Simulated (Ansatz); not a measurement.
Job for Ansatz (an electronic-structure program): R-B3LYP-D3(BJ)/def2-TZVP on H2P (SMILES [PH2+]), 2S+1 = 1, a spin state set in the input, which need not be the lowest. Charge +1.

Ansatz 0.2 input:
```yaml
crystal:
  periodic: [false, false, false]
  atoms:
    - {symbol: P, position_ang: [-0.00228050, 0.64405282, 0.00000000]}
    - {symbol: H, position_ang: [-1.03698508, -0.32568101, -0.00000000]}
    - {symbol: H, position_ang: [1.03926559, -0.31837180, -0.00000000]}
basis:
  gaussian:
    orbitals: def2-TZVP
hamiltonian:
  xc: b3lyp
  dispersion: d3bj
total_charge: 1
relax: {f_tol: 0.003, max_steps: 120}
```

It printed:

```
WARN ansatz: RAYON_NUM_THREADS=2 ignored (pool sized by the plan → 2); use --threads N
Functional definition: B3LYP
integrals: 0.01 GiB planned
370 factors; their error is unknown
mean field: 0.10 GiB planned
mean field evaluation 1: about -9310.4062 eV, gradient 1.4e1 eV
mean field evaluation 2: about -9310.8915 eV, gradient 7.3e0 eV
mean field evaluation 4: about -9310.9861 eV, gradient 1.2e-1 eV
mean field evaluation 8: about -9310.9900 eV, gradient 6.9e-3 eV
mean field -9310.98998976 eV, -342.1725709080 hartree, gradient 5.6e-6 eV, S^2 0.000000; 0 other end points of the search recorded, 0 dependent functions left out
the calculation of the forces begins
reference -9310.99015673 eV, -342.1725770442 hartree; 8, 8 occupied and 41, 41 virtual orbitals, 370 factors
relax step   1: F+E_penalty+E_count = -9311.03241758 eV  Δ(F+E_penalty+E_count) = +0.000e0 eV  max|allowed force component| = 4.364e-1 eV/Å  Δτ_max = 0.0000 Å  (22 SCF iters, accepted)
these checks for a lower state are left out or cut short: starts, cluster_reference, orbital_swaps, neighbouring_geometries, increment
integrals: 0.01 GiB planned
370 factors; their error is unknown
mean field: 0.10 GiB planned
mean field evaluation 16: about -9310.9902 eV, gradient 2.3e-3 eV
mean field -9310.99415014 eV, -342.1727237991 hartree, gradient 2.5e-5 eV, S^2 0.000000; 0 other end points of the search recorded, 0 dependent functions left out
the calculation of the forces begins
reference -9310.99431766 eV, -342.1727299554 hartree; 8, 8 occupied and 41, 41 virtual orbitals, 370 factors
relax step   2: F+E_penalty+E_count = -9311.03660970 eV  Δ(F+E_penalty+E_count) = -4.192e-3 eV  max|allowed force component| = 9.167e-2 eV/Å  Δτ_max = 0.0257 Å  (24 SCF iters, accepted)
these checks for a lower state are left out or cut short: starts, cluster_reference, orbital_swaps, neighbouring_geometries, increment
integrals: 0.01 GiB planned
370 factors; their error is unknown
mean field: 0.10 GiB planned
mean field -9310.99514395 eV, -342.1727603208 hartree, gradient 2.5e-5 eV, S^2 0.000000; 0 other end points of the search recorded, 0 dependent functions left out
the calculation of the forces begins
reference -9310.99531141 eV, -342.1727664751 hartree; 8, 8 occupied and 41, 41 virtual orbitals, 370 factors
relax step   3: F+E_penalty+E_count = -9311.03758803 eV  Δ(F+E_penalty+E_count) = -9.783e-4 eV  max|allowed force component| = 7.744e-3 eV/Å  Δτ_max = 0.0112 Å  (25 SCF iters, accepted)
these checks for a lower state are left out or cut short: starts, cluster_reference, orbital_swaps, neighbouring_geometries, increment
integrals: 0.01 GiB planned
370 factors; their error is unknown
mean field: 0.10 GiB planned
mean field evaluation 32: about -9310.9951 eV, gradient 1.2e-2 eV
mean field -9310.99514549 eV, -342.1727603777 hartree, gradient 1.9e-5 eV, S^2 0.000000; 0 other end points of the search recorded, 0 dependent functions left out
the calculation of the forces begins
reference -9310.99531296 eV, -342.1727665321 hartree; 8, 8 occupied and 41, 41 virtual orbitals, 370 factors
relax step   4: F+E_penalty+E_count = -9311.03758940 eV  Δ(F+E_penalty+E_count) = -1.365e-6 eV  max|allowed force component| = 3.667e-4 eV/Å  Δτ_max = 0.0002 Å  (16 SCF iters, accepted)
integrals: 0.01 GiB planned
370 factors; their error is unknown
mean field: 0.10 GiB planned
mean field -9310.99514549 eV, -342.1727603777 hartree, gradient 2.6e-5 eV, S^2 0.000000; 1 other end points of the search recorded, 0 dependent functions left out
the calculation of the forces begins
reference -9310.99531296 eV, -342.1727665321 hartree; 8, 8 occupied and 41, 41 virtual orbitals, 370 factors
Total energy: -9311.03775687 eV, -342.1743263168 hartree
Atom 0 at    -0.002333     0.661708     0.000000 Å, force     0.000001     0.000367     0.000000 eV/Å
Atom 1 at    -1.024911    -0.334471    -0.000000 Å, force    -0.000140    -0.000185    -0.000000 eV/Å
Atom 2 at     1.027244    -0.327237    -0.000000 Å, force     0.000140    -0.000182    -0.000000 eV/Å
Dipole moment:     0.000610    -0.173029     0.000000 e Å
```

The calculation finished and met its thresholds.

Cost: roughly 3 core-seconds.
